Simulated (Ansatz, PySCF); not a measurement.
Ways to break one bond of [F][Ge]([Cl])([Cl])[Cl]:

A. [F][Ge]([Cl])([Cl])[Cl] [trichloro(fluoro)germane] -> [F][Ge]([Cl])[Cl] + Cl atom
B. [F][Ge]([Cl])([Cl])[Cl] [trichloro(fluoro)germane] -> F atom + [Cl][Ge]([Cl])[Cl]

Quantity: bond dissociation energy (enthalpy at 298 K, with B3LYP-D3(BJ) rigid-rotor harmonic-oscillator terms), kJ/mol. Structures are relaxed separately at B3LYP-D3(BJ)/def2-TZVP in Ansatz (a first-principles code). Frequencies are from Ansatz or PySCF. Cores are frozen in the correlated levels unless marked. Open shells are spin-unrestricted. Spin-orbit coupling is left out. The frozen core is the preceding noble-gas configuration, with the filled d and f shells of earlier blocks. Non-relativistic. CBS(X,Y): correlation extrapolated as X^-3; Hartree-Fock from the larger set.

```
   PBE0/def2-SVP (Ansatz)  PBE-QIDH/def2-TZVPD (Ansatz)  MP2/def2-QZVPP (Ansatz)  CCSD(T)/CBS(def2-TZVPP,def2-QZVPP) (Ansatz)
-  ----------------------  ----------------------------  -----------------------  -------------------------------------------
A                   380.5                         400.0                    419.8                                        404.4
B                   489.5                         512.4                    561.9                                        533.4
```
